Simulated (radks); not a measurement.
Species: Rb. Configuration: [Kr] 5f1 (not the ground configuration).

Method: Dirac Kohn-Sham, LDA (Slater exchange, Perdew-Wang correlation), spin-unpolarised, spherical densities, finite nucleus; open shells fill j = l - 1/2 first; Fermi nuclear charge, rms radius 4.2036 fm; computed with a radial shooting solver on a logarithmic mesh with Libxc functionals.

Energy parts (eV):
total: -81028.442
kinetic: 83307.609
electron-nucleus: -195578.148
Hartree: 33884.364
exchange-correlation: -2642.267

Orbitals (lengths in bohr, moments of r in powers of bohr; r(max) is where P^2 peaks; r(90%) holds 90 % of the orbital's charge):
orbital  occ.  eigenvalue (eV)  r(90%)       <r^4>   r(max)
1s1/2       2        -15008.70  0.0722  0.00001240  0.02632
2s1/2       2        -2009.088   0.275    0.002410   0.1499
2p1/2       2        -1824.258   0.249    0.001637   0.1173
2p3/2       4        -1763.589   0.255    0.001786   0.1207
3s1/2       2        -301.5643   0.760      0.1428   0.4516
3p1/2       2        -235.3243   0.781      0.1582   0.4407
3p3/2       4        -226.1878   0.796      0.1713   0.4497
3d3/2       4        -109.7948   0.854      0.2355   0.3905
3d5/2       6        -108.2427   0.860      0.2421   0.3932
4s1/2       2         -36.6351    2.14       9.109    1.256
4p1/2       2         -21.2656    2.56       18.39    1.402
4p3/2       4         -20.3579    2.62       20.12    1.432
5f5/2       1          -0.3685    41.0     1321000    32.63
5f7/2       0          -0.3685    41.0     1321000    32.63

The highest occupied level is 5f5/2 at -0.369 eV. The electron density at the nucleus is 5.468e+04 e/bohr^3.
